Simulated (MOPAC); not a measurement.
Input for MOPAC: PM7 on AsH5O (a complex), monomers drawn apart or pushed together.

```
PM7 1SCF PRECISE CHARGE=0 THREADS=1
AsH5O

O     -0.04880423 1     0.63243907 1    -0.59994090 1
H     -0.91007277 1     0.30571641 1    -0.87872982 1
H     -0.00101452 1     0.43945104 1     0.34582986 1
As     0.33006758 1    -0.77136561 1     3.90519426 1
H     -0.09966161 1    -0.08147363 1     5.19126095 1
H      1.74435287 1    -1.01483466 1     4.40852022 1
H     -0.16031392 1    -2.13322651 1     4.37470111 1
```

Program output:

```
*******************************************************************************
 **                                                                           **
 **                              MOPAC v23.2.5                                **
 **                                                                           **
 *******************************************************************************
 ** MOPAC's Digital Object Identifier: https://doi.org/10.5281/zenodo.6511958 **
 **                                                                           **
 ** Please cite the open-source release paper for use of this MOPAC version:  **
 ** J. E. Moussa and J. J. P. Stewart (2026)                                  **
 ** MOPAC: An open-source semiempirical molecular orbital program             **
 ** J. Open Source Softw., 11(119), 8025, https://doi.org/10.21105/joss.08025 **
 *******************************************************************************

                              PM7 CALCULATION RESULTS

 *******************************************************************************
 *  PM7        - The PM7 Hamiltonian to be used
 *
 *
 *
 *                 CHARGE ON SYSTEM = 0
 *
 *
 *
 *  PRECISE    - TIGHTER CRITERIA TO BE USED
 *  1SCF       - DO 1 SCF AND THEN STOP
 *  THREADS=1  - MULTI-THREADING NOT USED
 *  T=         - A TIME OF 172800.0 SECONDS REQUESTED
 *  DUMP=N     - RESTART FILE WRITTEN EVERY 7200.0 SECONDS REQUESTED
 *******************************************************************************
PM7 1SCF PRECISE CHARGE=0 THREADS=1
 AsH5O

   ATOM   CHEMICAL          X               Y               Z
  NUMBER   SYMBOL      (ANGSTROMS)     (ANGSTROMS)     (ANGSTROMS)

     1       O         -0.04880423  *   0.63243907  *  -0.59994090  *
     2       H         -0.91007277  *   0.30571641  *  -0.87872982  *
     3       H         -0.00101452  *   0.43945104  *   0.34582986  *
     4      As          0.33006758  *  -0.77136561  *   3.90519426  *
     5       H         -0.09966161  *  -0.08147363  *   5.19126095  *
     6       H          1.74435287  *  -1.01483466  *   4.40852022  *
     7       H         -0.16031392  *  -2.13322651  *   4.37470111  *



          CARTESIAN COORDINATES

    NO.       ATOM           X           Y           Z

     1         O         -0.0488      0.6324     -0.5999
     2         H         -0.9101      0.3057     -0.8787
     3         H         -0.0010      0.4395      0.3458
     4        As          0.3301     -0.7714      3.9052
     5         H         -0.0997     -0.0815      5.1913
     6         H          1.7444     -1.0148      4.4085
     7         H         -0.1603     -2.1332      4.3747

 General Reference for PM7:
 "Optimization of Parameters for Semiempirical Methods VI: More Modifications to the
 NDDO Approximations and Re-optimization of Parameters", J. J. P. Stewart, J. Mol. Mod., 1:32, 19 (2013)
 https://link.springer.com/article/10.1007/s00894-012-1667-x

           Empirical Formula: H5 O As  =     7 atoms



      MOLECULAR POINT GROUP   :   C1


      RHF CALCULATION, NO. OF DOUBLY OCCUPIED LEVELS = 8


 -------------------------------------------------------------------------------
 PM7 1SCF PRECISE CHARGE=0 THREADS=1
 AsH5O



     1SCF WAS SPECIFIED, SO BFGS WAS NOT USED
     SCF FIELD WAS ACHIEVED


                              PM7 CALCULATION
                                                       MOPAC v23.2.5 Linux




          FINAL HEAT OF FORMATION =        -63.03432 KCAL/MOL =    -263.73558 KJ/MOL


          COSMO AREA              =        107.51 SQUARE ANGSTROMS
          COSMO VOLUME            =         78.88 CUBIC ANGSTROMS

          IONIZATION POTENTIAL    =          9.896608 EV
          HOMO LUMO ENERGIES (EV) =         -9.897 -1.533
          NO. OF FILLED LEVELS    =          8
          MOLECULAR WEIGHT        =         95.9605         POINT GROUP:  C1

          MOLECULAR DIMENSIONS (Angstroms)

            Atom       Atom       Distance
            H     5    H     2     6.13608
            H     7    O     1     2.56775
            H     2    H     6     2.13173


          SCF CALCULATIONS        =          1





   ATOM   CHEMICAL          X               Y               Z
  NUMBER   SYMBOL      (ANGSTROMS)     (ANGSTROMS)     (ANGSTROMS)

     1       O         -0.04880423  *   0.63243907  *  -0.59994090  *
     2       H         -0.91007277  *   0.30571641  *  -0.87872982  *
     3       H         -0.00101452  *   0.43945104  *   0.34582986  *
     4      As          0.33006758  *  -0.77136561  *   3.90519426  *
     5       H         -0.09966161  *  -0.08147363  *   5.19126095  *
     6       H          1.74435287  *  -1.01483466  *   4.40852022  *
     7       H         -0.16031392  *  -2.13322651  *   4.37470111  *

                             CARTESIAN COORDINATES

   1    O       -0.048804230     0.632439070    -0.599940900
   2    H       -0.910072770     0.305716410    -0.878729820
   3    H       -0.001014520     0.439451040     0.345829860
   4   As        0.330067580    -0.771365610     3.905194260
   5    H       -0.099661610    -0.081473630     5.191260950
   6    H        1.744352870    -1.014834660     4.408520220
   7    H       -0.160313920    -2.133226510     4.374701110


           Empirical Formula: H5 O As  =     7 atoms



      MOLECULAR POINT GROUP   :   C1


                  EIGENVALUES
 -29.23674 -18.67824 -17.53223 -14.04004 -13.63049 -13.62820 -11.89726  -9.89661
  -1.53297  -1.53213  -1.30507  -1.30430  -1.24337   3.67758   3.69112   3.97886
   4.23053   6.48239


              NET ATOMIC CHARGES AND DIPOLE CONTRIBUTIONS

  ATOM NO.   TYPE          CHARGE      No. of ELECS.   s-Pop       p-Pop       d-Pop
    1          O          -0.654332        6.6543     1.82013     4.83420
    2          H           0.322632        0.6774     0.67737
    3          H           0.331320        0.6687     0.66868
    4         As          -0.221888        5.2219     1.65777     3.30983     0.25428
    5          H           0.074086        0.9259     0.92591
    6          H           0.075404        0.9246     0.92460
    7          H           0.072777        0.9272     0.92722
 DIPOLE           X         Y         Z       TOTAL
 POINT-CHG.    -1.070    -1.135     1.885     2.447
 HYBRID        -0.163    -0.245     0.447     0.535
 SUM           -1.233    -1.380     2.332     2.977


          ATOMIC ORBITAL ELECTRON POPULATIONS

     Atom    s        px        py        pz      x^2-y^2     xz        z^2       yz        xy
    1  O   1.82013   1.51713   1.89257   1.42450
    2  H   0.67737
    3  H   0.66868
    4 As   1.65777   0.98789   1.02320   1.29875   0.07658   0.04118   0.04815   0.05745   0.03092
    5  H   0.92591
    6  H   0.92460
    7  H   0.92722

 **********************
 *                    *
 * JOB ENDED NORMALLY *
 *                    *
 **********************




 == MOPAC DONE ==
```

The run finished.

Cost: roughly 0.03 core-seconds.
